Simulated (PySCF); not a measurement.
Cu4+: what the settings change

The free ion Cu4+ in its d7 configuration.

Method (PySCF 2.14, density fitting): CASSCF(7,5) with orbitals averaged over all microstates of the shell, strongly contracted NEVPT2 on the averaged canonical orbitals; basis x2c-TZVPall; spin-free X2C; gas phase; spin-orbit coupling by state interaction with the mean-field operator over all roots.

Base run: NEVPT2 ground state 4F, next 4P at 21464, then 2G at 22944 cm⁻¹, B(NEVPT2) 1432, ζ 980 cm⁻¹, μeff(300 K) 6.65 μB.

(1) What happens with the basis def2-TZVP and no scalar relativity?

(2) What happens with the basis pcseg-1 and no scalar relativity?

Answers

(1) NEVPT2 ground state 4F, next 4P at 21563, then 2G at 23080 cm⁻¹, B(NEVPT2) 1439, ζ 990 cm⁻¹, μeff(300 K) 6.65 μB.

(2) NEVPT2 ground state 4F, next 4P at 22152, then 2G at 23014 cm⁻¹, B(NEVPT2) 1477, ζ 985 cm⁻¹, μeff(300 K) 6.65 μB.
